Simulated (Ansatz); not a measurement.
Reaction (ligand exchange at the Si–C bond): `O[SiH2]C[Si](O)(O)O` + `N=C=O` → `O=C=N[SiH2]O` + `C[Si](O)(O)O`

Program: Ansatz. Geometries: PBE0-D4/def2-TZVP. ΔE: electronic, gas phase. CCSD(T)/CBS adds triple-zeta CCSD(T) − MP2 to the extrapolated MP2 energy (def2 sets, frozen cores). This one scheme is used for every species. DFT in def2-TZVPP. B3LYP here is the variant with VWN-RPA as its local correlation; programs differ in this. One conformer a species, not always the lowest.

`O[SiH2]C[Si](O)(O)O`:

Z-matrix (Å, degrees):
```
Si
C 1 1.872
O 1 1.641 2 110.4
H 1 1.483 2 112.4 3 -119.8
H 1 1.498 2 107.1 3 121.6
Si 2 1.846 1 112.4 3 -59.7
H 2 1.095 1 108.7 3 61.4
H 2 1.095 1 109.5 3 178.8
H 3 0.966 1 113.2 2 35.0
O 6 1.634 2 116.4 1 168.0
O 6 1.641 2 111.5 1 -71.7
O 6 1.650 2 104.0 1 50.3
H 10 0.958 6 116.5 2 100.3
H 11 0.959 6 117.5 2 44.0
H 12 0.959 6 117.1 2 168.1
```

`N=C=O`:

Cartesian coordinates in Å:
```
N 0.744 0.105 -0.148
C -0.342 -0.117 0.333
O -1.317 -0.355 0.916
H 0.915 0.367 -1.102
```

`O=C=N[SiH2]O`:

```xyz
8

O    -1.422    0.132   -2.874
C    -0.902    0.246   -1.839
N    -0.396    0.399   -0.768
Si    0.632    0.160    0.579
O     0.169   -1.129    1.470
H     1.995   -0.145    0.101
H     0.573    1.414    1.363
H    -0.648   -1.076    1.967
```

`C[Si](O)(O)O`:

Z-matrix (Å, degrees):
```
C
Si 1 1.847
H 1 1.092 2 110.3
H 1 1.092 2 110.9 3 120.0
H 1 1.093 2 111.2 3 -119.5
O 2 1.639 1 113.1 3 -57.4
O 2 1.647 1 112.4 3 -174.5
O 2 1.637 1 105.6 3 62.1
H 6 0.958 2 116.0 1 -107.2
H 7 0.958 2 117.9 1 -59.1
H 8 0.959 2 116.8 1 -166.6
```

CCSD(T)/CBS gives -80.6 kJ/mol.

Task: Another level gave -92.5 kJ/mol. Which?
A. PBE-D4/def2-TZVPP
B. PBE/def2-TZVPP
C. CCSD(T)/def2-TZVPP
D. B3LYP/def2-TZVPP

Result: D. B3LYP -92.5, PBE -74.9, PBE-D4 -68.1, CCSD(T)/def2-TZVPP -79.7 kJ/mol.

Largest T1 diagnostic among the species: 0.018.

From PBE to PBE0 (25 % exact exchange), in def2-TZVPP and without D4, ΔE moves by −5.1 kJ/mol. In def2-TZVPP, CCSD(T) changes the Hartree–Fock value by +32.6 kJ/mol (the triples alone add +5.1 kJ/mol) and MP2 by +29.1 kJ/mol.
